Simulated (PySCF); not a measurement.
3-methylbut-3-enal (C5H8O), SMILES C=C(C)CC=O. Atoms are numbered in the order given.

```xyz
14

C     -1.8956     0.6197     0.7662
C     -0.9632     0.1171    -0.0499
C     -1.0889    -1.2315    -0.7110
C      0.3272     0.8620    -0.3348
C      1.4568     0.2168     0.4451
O      2.3365    -0.4413    -0.0459
H     -1.7804     1.6053     1.2287
H     -2.8116     0.0648     0.9921
H     -0.2219    -1.8700    -0.4729
H     -1.1068    -1.1208    -1.8083
H     -2.0052    -1.7524    -0.3983
H      0.5838     0.8204    -1.4050
H      0.2362     1.9134    -0.0181
H      1.3960     0.3648     1.5552
```

Geometry optimised at ωB97X-D3(BJ)/def2-SVP. One conformer was computed; it need not be the lowest.

Two levels are set side by side: PBE/pcSseg-1 (PySCF) and PBE0/pcSseg-1 (PySCF). GIAO shifts against H2O (¹⁷O), TMS (¹H), TMS (¹³C) at the same level; non-relativistic, no solvent, atoms listed together averaged. Differences are taken from unrounded values.

| quantity | PBE |
|---|---|
| δ(¹³C) of C1 (ppm) | 124.4 |
| δ(¹³C) of C2 (ppm) | 145.5 |
| δ(¹³C) of C3 (ppm) | 27.4 |
| δ(¹³C) of C4 (ppm) | 63.8 |
| δ(¹³C) of C5 (ppm) | 202.4 |
| δ(¹⁷O) of O6 (ppm) | 708.5 |
| δ(¹H) of H9, H10, H11 (ppm) | 2.01 |
| δ(¹H) of H14 (ppm) | 9.99 |

### Question
These are the PBE values. What does PBE0 give? (Estimate from the structure and the level; the computed values follow.)

### Answer

| quantity | PBE0 | PBE minus PBE0 |
|---|---|---|
| δ(¹³C) of C1 (ppm) | 126.6 | -2.2 |
| δ(¹³C) of C2 (ppm) | 147.1 | -1.7 |
| δ(¹³C) of C3 (ppm) | 26.5 | 0.9 |
| δ(¹³C) of C4 (ppm) | 60.8 | 3.0 |
| δ(¹³C) of C5 (ppm) | 204.9 | -2.4 |
| δ(¹⁷O) of O6 (ppm) | 718.1 | -9.6 |
| δ(¹H) of H9, H10, H11 (ppm) | 2.02 | -0.01 |
| δ(¹H) of H14 (ppm) | 9.76 | 0.23 |

Rough cost on one machine, each run with all the roots and properties that it gave: PBE0 against PBE within a factor of 2.
